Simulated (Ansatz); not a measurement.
CH$_{4}$BClOS (`COB(S)Cl`). The species carries charge 0 and has multiplicity 1. All single points use the PBE0-D4/def2-TZVP geometry. It is one conformer, not always the lowest.

```xyz
9

C    -0.893    0.643    0.886
O     0.300    0.386    0.164
B     0.441   -0.641   -0.686
S     1.991   -0.907   -1.572
Cl   -0.868   -1.794   -0.992
H    -1.138   -0.195    1.542
H    -1.729    0.819    0.206
H    -0.718    1.535    1.486
H     2.614    0.154   -1.033
```

Problem. What is the dipole moment at PBE/def2-TZVPP? (Best estimate.)

Solution. Computed: 2.20 D, with components (-0.59, 1.55, 1.45) D in this frame, pointing from negative to positive charge.

Problem. And with r2SCAN, B3LYP, ωB97M-V? (Estimate.)

Solution. The calculation gave: r2SCAN 2.28 D, B3LYP 2.22 D, ωB97M-V 2.24 D.

Problem. Give the Mulliken charges with PBE, ωB97M-V, r2SCAN in def2-TZVPP. (Best estimate.)

Solution. Computed: 
```csv
atom,PBE,ωB97M-V,r2SCAN
C1,-0.14,-0.18,0.01
O2,-0.21,-0.27,-0.30
B3,0.24,0.24,0.31
S4,-0.18,-0.15,-0.16
Cl5,-0.17,-0.15,-0.18
H6,0.11,0.13,0.07
H7,0.11,0.13,0.07
H8,0.12,0.13,0.07
H9,0.12,0.12,0.10
```

B3LYP here is the variant with VWN-RPA as its local correlation; programs differ in this.
